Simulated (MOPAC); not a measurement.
Diatomic SiO-, multiplicity 2 (lowest of 2S+1 = 2, 4 at CCSD(T)/def2-TZVPP on PBE0 minima; our sources give no spin for the ground state, which may be another).

The constants come from a fifth-degree fit in 1/R (seven points, main isotopes). Runs in def2 and cc sets follow the lowest solution found near the PBE0 minimum.

The state that PM6 reach isn't checked.

Run with MOPAC for PM6 (differences of heats of formation). Values without a source in brackets are computed.

Energies at PM6:

| R (Å) | E (hartree) |
|---|---|
| 1.453957 | -0.01935638 |
| 1.493042 | -0.02125190 |
| 1.529000 | -0.02210572 |
| 1.569648 | -0.02187035 |
| 1.610297 | -0.02026181 |
| 1.657198 | -0.01668313 |
| 1.711917 | -0.01031296 |

With a reduced mass of 10.1767 u, find the minimum, the force constant and the constants.

A fifth-degree polynomial in 1/R puts the minimum at r_e = 1.5423 Å with force constant 348 N/m. Then ω_e = (1/2πc)√(k/μ) = 762 cm⁻¹ and B_e = h/(8π²cμr_e²) = 0.6964 cm⁻¹; the cubic and quartic terms give α_e = -0.0083 and ω_e x_e = 11 cm⁻¹.
